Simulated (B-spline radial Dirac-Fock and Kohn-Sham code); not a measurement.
**Photoemission from I⁷⁺ at 3370 eV, detector at θ = 54.7°, φ = 180°**

System: I⁷⁺, configuration [Kr] 4d10. The computed values come from an atomic code on a B-spline grid: Dirac-Hartree-Slater photoionisation with a Latter tail; cross sections with all multipoles, angular parameters from the dipole term and its interference with E2. Thresholds are orbital energies of the model. For linearly polarised light dσ/dΩ = σ/(4π) [1 + β P₂(cos θ) + (δ + γ cos²θ) sin θ cos φ], with θ from the polarisation vector and φ the angle between the beam and the projection of the electron momentum on the plane normal to the polarisation. The dipole factor is 1 + βP₂ and the non-dipole term is the rest of the bracket. Open shells are filled statistically over j.

Input of the calculation (task.json; shells as n, l, electrons):

```json
{"items": [{
  "Z": 53,
  "q": 7,
  "cfg": [[1, 0, 2], [2, 0, 2], [2, 1, 6], [3, 0, 2], [3, 1, 6], [3, 2, 10], [4, 0, 2], [4, 1, 6], [4, 2, 10]],
  "A": 127,
  "rrms": 4.75,
  "do": "xps",
  "hv": [60, 82.1, 88.9, 116.0, 125.0, 209.0, 273.0, 289.0, 323.0, 371.0, 408.0, 566.0, 600, 716.0, 1000, 1290.0, 2220.0, 3370.0, 3770.0, 4000, 5340.0, 5520.0, 5680.0, 6000, 8820.0, 9251.7, 9420.0, 11000.0, 12000, 15000]
}]}
```

Run with: `python xray2_run.py task.json out`

```
subshell  threshold (eV)  σ (kb)     β      γ      δ  dipole factor  non-dipole term  dσ/dΩ (kb/sr)
      3s          1151.5    13.0  1.99  -0.06  0.000          1.002           +0.017           1.05
   3p1/2          1023.3    15.9  1.60   0.14  0.005          1.001           -0.041           1.21
   3p3/2           965.6    29.9  1.65   0.16  0.010          1.001           -0.052           2.26
   3d3/2           737.3    16.0  1.19   0.71  0.102          1.001           -0.276          0.922
   3d5/2           725.0    22.6  1.15   0.71  0.106          1.001           -0.280           1.29
      4s           285.3    3.02  1.99  -0.10  0.000          1.002           +0.029          0.248
   4p1/2           239.6    3.13  1.61   0.25  0.004          1.001           -0.070          0.232
   4p3/2           228.0    5.82  1.67   0.27  0.009          1.001           -0.080          0.426
   4d3/2           153.0    2.42  1.18   0.76  0.093          1.001           -0.283          0.138
   4d5/2           151.0    3.41  1.13   0.75  0.099          1.001           -0.286          0.194
```
